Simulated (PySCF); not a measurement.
SMILES S[SiH3] (H4SSi) (CAM-B3LYP/def2-SVP optimised geometry):

```
6

Si    -0.493    -0.357     0.000
S     -1.291    -1.468    -1.657
H     -0.966     1.054     0.000
H     -0.995    -1.054     1.211
H      0.995    -0.357     0.000
H     -0.730    -0.693    -2.608
```

Calculation: CAM-B3LYP/def2-TZVP run with PySCF.

**Question.** What are the frontier orbital energies and the dipole moment?

**Answer.** HOMO-2 -11.39 eV, HOMO-1 -10.66 eV, HOMO -8.82 eV, LUMO 1.02 eV, LUMO+1 1.45 eV; dipole moment 1.08 D.

On the same geometry PBE/def2-TZVP run with PySCF gives HOMO-2 -8.64 eV, HOMO-1 -8.10 eV, HOMO -6.28 eV, LUMO -0.78 eV, LUMO+1 -0.57 eV; dipole moment 0.98 D.

Meta-Löwdin charges at CAM-B3LYP/def2-TZVP: Si1 0.48, S2 -0.30, H3 -0.10, H4 -0.09, H5 -0.10, H6 0.10.
